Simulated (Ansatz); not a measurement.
Gas-phase electronic energies from Ansatz, PBE0-D4/def2-TZVP geometries. CCSD(T)/CBS is the MP2 limit (def2-TZVPP, def2-QZVPP) plus CCSD(T) − MP2 in def2-TZVPP, frozen cores. Double bonds are as drawn, so ΔE can hold a change between cis and trans. Functionals use def2-TZVPP. B3LYP here is the variant with VWN-RPA as its local correlation; programs differ in this. One conformer a species, not always the lowest.

Consider the ligand exchange at the Al–S bond: `[AlH2][S]BS` + `O/C=N/[SiH3]` → `[AlH2][O]/C=N\[SiH3]` + `SBS`.

```json
{"level": "PBE0-D4", "ΔE (eV)": "-0.04"}
{"level": "B3LYP-D4", "ΔE (eV)": "-0.20"}
{"level": "r2SCAN", "ΔE (eV)": "-0.13"}
{"level": "PBE0", "ΔE (eV)": "-0.05"}
{"level": "MP2/def2-TZVPP", "ΔE (eV)": "-0.15"}
{"level": "SCS-MP2/def2-TZVPP", "ΔE (eV)": "-0.21"}
{"level": "CCSD/def2-TZVPP", "ΔE (eV)": "-0.20"}
{"level": "CCSD(T)/def2-TZVPP", "ΔE (eV)": "-0.17"}
```

What does CCSD(T)/CBS give? (Estimate.)

Ansatz gave: -0.14 eV. The listed levels differ from it by 0.10, -0.06, 0.01, 0.09, -0.01, -0.07, -0.06, -0.03 eV.

Largest T1 diagnostic among the species: 0.015.

In def2-TZVPP, CCSD(T) changes the Hartree–Fock value by +0.09 eV (the triples alone add +0.03 eV) and MP2 by +0.12 eV.
